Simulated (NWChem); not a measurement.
Molecule: MgN₂H₄; SMILES [NH2][Mg][NH2]

```xyz
7

Mg     0.0000     0.0000     0.0000
N      0.0000     1.8919     0.0000
H      0.5784     2.4983    -0.5744
H     -0.5784     2.4983     0.5744
N      0.0000    -1.8919     0.0000
H     -0.5784    -2.4983    -0.5744
H      0.5784    -2.4983     0.5744
```
Atoms are numbered in this order, from 1.

Computed with NWChem. Medium grid unless said otherwise, to which SCAN and Minnesota functionals are sensitive. Structure relaxed at the PBE0/def2-SVP level. Total energies of different functionals are on different scales.

| level | energy (Ha) | highest occupied level (eV) | orbital gap (eV) |
|---|---|---|---|
| B3LYP/def2-TZVP | -312.1013 | -5.96 | 4.90 |
| PBE/def2-TZVP | -311.8110 | -4.83 | 3.37 |
| TPSSh/def2-TZVP | -312.0857 | -5.40 | 4.44 |
| BHandHLYP/def2-TZVP | -312.0061 | -7.47 | 7.22 |
| N12/def2-TZVP | -312.0062 | -4.63 | 3.33 |
| CAM-B3LYP/def2-TZVP | -312.0276 | ? | ? |
| BLYP/def2-TZVP | -312.0443 | -4.73 | 3.26 |
| LDA (Slater exchange, PW92)/def2-TZVP | -310.2011 | -5.01 | 3.41 |
| MN15/def2-TZVP | -311.8517 | -7.02 | 6.93 |

**Question.** What belongs in the gaps?

**Answer.** 
- CAM-B3LYP/def2-TZVP, highest occupied level (eV): -7.65
- CAM-B3LYP/def2-TZVP, orbital gap (eV): 7.59
